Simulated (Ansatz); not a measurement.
`C[O][Mg][F]` + silanol → `[F][Mg][O][SiH3]` + CH₃OH at 600 K and 1 bar (ligand exchange at a Mg–O bond).

Gas-phase electronic energies from Ansatz, PBE0-D4/def2-TZVP geometries. CCSD(T)/CBS is the MP2 limit (def2-TZVPP, def2-QZVPP) plus CCSD(T) − MP2 in def2-TZVPP, frozen cores. This one scheme is used for every species. For Mg outer-core shells are correlated without core-valence functions, which leaves a few kJ/mol of doubt a bond. Each species was taken in one conformer, which may not be the lowest.

| species | CCSD(T)/CBS energy (Eh) | H − E (kJ/mol) | S (J/(mol·K)) |
| --- | --- | --- | --- |
| `C[O][Mg][F]` | -414.81589 | 158.9 | 372.9 |
| `O[SiH3]` | -366.69042 | 135.7 | 307.9 |
| `[F][Mg][O][SiH3]` | -665.90405 | 132.8 | 399.5 |
| CH₃OH | -115.61712 | 163.6 | 277.3 |

H − E and S are ideal-gas, rigid-rotor, harmonic terms from PBE0-D4/def2-TZVP, for one conformer and one mirror image of each species. 1 Eh = 2625.50 kJ/mol, R = 8.31446 J/(mol·K).

Question: By hand: ΔE, ΔH, ΔS and ΔG.

Answer: ΔE = (-665.90405) + (-115.61712) − (-414.81589) − (-366.69042) = -0.01486 Eh = -39.0 kJ/mol. Δ(H − E) = 132.8 + 163.6 − 158.9 − 135.7 = 1.8, so ΔH = -37.2 kJ/mol. ΔS = 399.5 + 277.3 − 372.9 − 307.9 = -4.0 J/(mol·K). ΔG = -37.2 − 600 × (-4.0)/1000 = -34.8 kJ/mol.

Question: By hand: the equilibrium constant, and the temperature at which ΔG would vanish if ΔH and ΔS stayed fixed.

Answer: log₁₀ K = −ΔG/(RT ln 10) = 3.0. ΔG = 0 at ΔH/ΔS = 9300 K, far beyond where these terms or the molecules hold.

The number of gas molecules stays the same, so ΔS is small and ΔH decides. A doubt of 5 kJ/mol in ΔE shifts log₁₀ K by 0.4 here. Other conformers and mirror images would add mixing entropy, several J/(mol·K) or more a flexible species. Modes under 60 cm⁻¹, often nearly free rotors, make the harmonic entropy too high. These are equilibria of isolated gas molecules and say nothing of rates. Largest T1 diagnostic: 0.012 (customary marks: 0.02 for closed shells, 0.045 for open ones).
